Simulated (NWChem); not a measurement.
# Total energies of BeO

SMILES: [Be]=[O]
```xyz
2

Be     0.0000     0.0000     0.9063
O      0.0000     0.0000    -0.4531
```
Charge 0, spin multiplicity 1.

The numbers come from NWChem runs, not from measurements. The geometry was optimised at PBE/def2-SVP, a minimum by its harmonic frequencies.

Basis set: cc-pVDZ (28 functions).

```
method     total energy (Ha)
---------  -----------------
RHF                -89.40843
MP2                -89.65447
B2PLYP             -89.82367
PBE                -89.79317
B3LYP              -89.90425
BHandHLYP          -89.84690
CCSD(T)            -89.65938
```

Total energies of different functionals aren't comparable as a measure of quality: only differences taken within one method are. 

The correlated methods keep 2 core orbitals frozen. B3LYP has NWChem's definition, with VWN1-RPA local correlation. The structure started from a generated list of species. Coupled-cluster values serve here as a point of comparison, not as the truth.
